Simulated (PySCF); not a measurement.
Relaxation of doublet GeBr₂⁺

These are results of UPBE0/[Ge def2-TZVP, Br def2-TZVP], no relativity, density fitting, PySCF, not measurements. A (50,194) grid was used.

A start displaced from a saddle point along its imaginary mode, of C2v symmetry, held to at least that symmetry:

Coordinates in bohr (charge 1 multiplicity 2):
```
Ge    0.2478   -0.4022    0.0000
Br   -0.1161    0.1884    4.3434
Br   -0.1161    0.1884   -4.3434
```

Optimiser trace:
| step | E − E(last) (kJ/mol) | largest gradient (Eh/bohr) |
| --- | --- | --- |
| 0 | 51.22 | 0.01395 |
| 1 | 34.48 | 0.01328 |
| 2 | 7.54 | 0.01415 |
| 3 | 0.54 | 0.00523 |
| 4 | 0.40 | 0.00421 |
| 5 | 0.00 | 0.00021 |
| 6 | 0.00 | 0.00003 |

It ends at C2v with Ge–Br 2.233 Å (×2); Br–Ge–Br 121.7°. A frequency run shows a minimum. Other isomers or separated fragments may lie lower.

Final geometry:
```xyz
3
charge 1 multiplicity 2, angstrom
Ge    0.3888   -0.6310    0.0000
Br   -0.1821    0.2955    1.9496
Br   -0.1821    0.2955   -1.9496
```

The relaxation took 42 s on 4 threads of a shared Arm Neoverse V1 host, with 144 basis functions and 7 gradients; the process peaked at 1.2 GiB. Launch command: `OMP_NUM_THREADS=4 python axn.py task.json out`.
